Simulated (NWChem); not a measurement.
System: BClF2; SMILES FB(F)Cl

Program: NWChem. All runs use the structure optimised with B3LYP/6-31G* (spherical d). Vertical excitations in the gas phase.

Predict the results for PBE/def2-SVP, full TDDFT. Quantities: lowest excitation, singlet (eV); oscillator strength of that lowest state; lowest state with f > 0.02, singlet (eV); oscillator strength of that bright state; orbital gap (eV).


```json
{
 "lowest excitation, singlet (eV)": "7.15",
 "oscillator_strength_of_that_lowest_state": "0.000",
 "lowest state with f > 0.02, singlet (eV)": "8.31",
 "oscillator_strength_of_that_bright_state": "0.096",
 "orbital gap (eV)": "7.08"
}
```
